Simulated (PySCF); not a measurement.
## Correlation energy of Yb⁶⁸⁺ (ytterbium, charge +68)

1s2, closed-shell 1S. Computed with PySCF 2.14 in an even-tempered Gaussian basis (15 s from 190 bohr⁻², ratio 2.2; 7 p from 290 bohr⁻², ratio 2.4; 4 d from 870 bohr⁻², ratio 2.4; 3 f from 1300 bohr⁻², ratio 2.4; 3 g from 2000 bohr⁻², ratio 2.4), with the non-relativistic Hamiltonian (point nucleus). Frozen: nothing; 2 electrons correlated; the 11 highest virtual orbitals of each spin left out.

With two correlated electrons CCSD is exact within the correlated space (frozen core and kept virtual orbitals).

| level | correlation energy (mhartree) |
| --- | --- |
| CCSD | -45.83 |

Diagnostics: T1 = 4.4e-07, D1 = 0.0000, largest double amplitude 0.001.

Problem. Is a single reference adequate?

Solution. Yes, within this model without spin-orbit coupling: T1 lies below 0.03 and no double amplitude reaches 0.07.

At this charge a non-relativistic calculation is a model, useful for the Z dependence of the correlation energy.
